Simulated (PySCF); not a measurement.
# Ionisation energy of Re⁵⁹⁺ by level of theory

Re⁵⁹⁺ [Ne] 3s2 3p4 [3p1/2^2 3p3/2^2, M_J = 2] → Re⁶⁰⁺ [Ne] 3s2 3p3 [3p1/2^2 3p3/2^1, M_J = 3/2], as a difference of total energies. Computed with PySCF 2.14 in an uncontracted even-tempered set (18 s from 18 bohr⁻², ratio 2.4; 14 p from 24 bohr⁻², ratio 2.4; 4 d from 83 bohr⁻², ratio 2.6; 4 f from 120 bohr⁻², ratio 2.6), with the two-component X2C-1e Hamiltonian. Correlated levels: 1s2 frozen; the 48 highest virtual spinors dropped. "Screened" scales the spin-orbit matrix elements by Boettger's factors to mimic the two-electron term; Breit and QED terms are absent.

| method | ionisation energy (eV) |
| --- | --- |
| GHF (spin-free) | 6272.6 |
| GMP2 (spin-free) | 6274.0 |
| GHF (screened spin-orbit) | 6180.0 |
| GMP2 (screened spin-orbit) | 6180.4 |

Breit and QED terms and the two-electron picture change are absent.

The spin-free rows relax to the high-spin LS determinant and lack the spin-orbit shift.

The labels give the starting determinants; with spin-orbit coupling the two ends relaxed to ⟨J²⟩ = 6.00, ⟨L²⟩ = 3.30, ⟨S²⟩ = 1.41 and ⟨J²⟩ = 3.75, ⟨L²⟩ = 2.60, ⟨S²⟩ = 1.50.

For comparison: 6176 ± 7 eV (theoretical estimate listed by NIST; NIST Atomic Spectra Database, ionization energies).
